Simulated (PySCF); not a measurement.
Computed properties of BH2I, SMILES BI

BH2I, SMILES BI. Geometry optimised at B3LYP-D3(BJ)/def2-TZVP. The def2 effective core potentials stand for the cores of I; spin–orbit coupling is left out. Other conformers were not sampled. All values are computed for the isolated molecule unless a solvent is named; none is compared with measurement here.

**Structure.** The optimised structure has C2v symmetry. All 6 harmonic modes at B3LYP-D3(BJ)/def2-TZVP (PySCF) are real, so it is a minimum.

**Vibrations.** The strongest infrared lines (harmonic, unscaled, degenerate partners summed) lie at 1171 cm⁻¹ (118 km/mol, H 89 %, B 11 %), 2633 cm⁻¹ (94 km/mol, H 96 %), 2758 cm⁻¹ (56 km/mol, H 87 %, B 13 %). The softest mode is at 590 cm⁻¹ and the zero-point energy is 12.6 kcal/mol.

**Electronic structure.** CAM-B3LYP/def2-TZVPD (PySCF) places the frontier levels at -8.83 and -1.13 eV, a gap of 7.70 eV, and gives a dipole moment of 0.55 D and a mean polarisability of 50.3 bohr³.

**Excitations.** TDA-M06-2X/def2-TZVPD (PySCF) has S1 at 4.10 eV (303 nm, f = 0.000, dark); the most intense of the 10 singlets computed lies at 7.51 eV (f = 0.13). T1 (TDA) is at 3.91 eV, 0.19 eV under S1. No vertical singlet excitation falls in the visible range (under 3.1 eV).
